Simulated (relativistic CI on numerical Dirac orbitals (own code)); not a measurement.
**One change at a time: Pm XXXII**

Base calculation: Dirac-Coulomb-Breit CI, orbitals from a KLI potential per configuration, QED by a radiative potential, unscaled Slater integrals.

Configuration list (outside the closed core [Ar]): 3d10.4s2, 3d10.4s.4p, 3d10.4p2, 3d10.4s.4d, 3d10.4d2, 3d10.4s.4f, 3d10.4p.4d, 3d10.4f2, 3d10.4p.4f, 3d10.4d.4f, 3d10.4s.5s, 3d10.4s.5p, 3d10.4s.5d, 3d10.4s.5f, 3d10.4s.5g, 3d10.4s.6s, 3d10.4s.6p, 3d10.4s.6d, 3d10.4s.6f, 3d10.4s.7s, 3d9.4s2.4p, 3d9.4s2.4d, 3d9.4s2.4f, 3d9.4s2.5s, 3d9.4s2.5p, 3d9.4s2.5d. Double excitations out of closed p, d and f shells are left out; levels of such configurations are missing from the list, as are those of other unlisted configurations, and high levels can miss mixing partners. These lack a partner that the ground configuration has and come out too high: 3d9.4s2.4p, 3d9.4s2.4d, 3d9.4s2.4f, 3d9.4s2.5s, 3d9.4s2.5p.

Variants: (1) QED terms removed. Shifts of the energy above 3d10.4s2 1S_0, in cm⁻¹, for the lowest level and the first level of each name with at least 55 % of one term (blank where a level changes its place among those of its configuration and J or its character, or is not in the variant):

| Level | Base | Δ(1) |
| --- | --- | --- |
| 3d10.4s2 1S_0 | 0 | 0 |
| 3d10.4s.4p 3P°_0 | 475723 | +4605 |
| 3d10.4s.4p 3P°_1 | 511590 | +4594 |
| 3d10.4s.4p 3P°_2 | 760330 | +4188 |
| 3d10.4s.4p 1P°_1 | 873640 | +4242 |
| 3d10.4p2 3P_0 | 1102767 | +9318 |
| 3d10.4p2 3P_1 | 1351350 | +8941 |
| 3d10.4p2 1D_2 | 1357915 | +8735 |
| 3d10.4p2 3P_2 | 1621773 | +7966 |
| 3d10.4s.4d 3D_1 | 1682621 | +4855 |
| 3d10.4s.4d 3D_2 | 1701885 | +4954 |
| 3d10.4p2 1S_0 | 1714416 | +8496 |
| 3d10.4s.4d 3D_3 | 1740542 | +4693 |
| 3d10.4s.4d 1D_2 | 1836565 | +5378 |

At this charge energies of transitions that change n are usually good to better than 1 %, and those within a shell (Δn = 0) to a few per cent.

Ionisation energy from the two ground configurations alone: base 1261.01 eV; QED terms removed 1261.59 eV. The NIST ASD value (theoretical) is 1261 eV.

LS names give the leading component of a level, which can be under half, so a name can repeat, a term be missing and a line seem to break the LS rules.
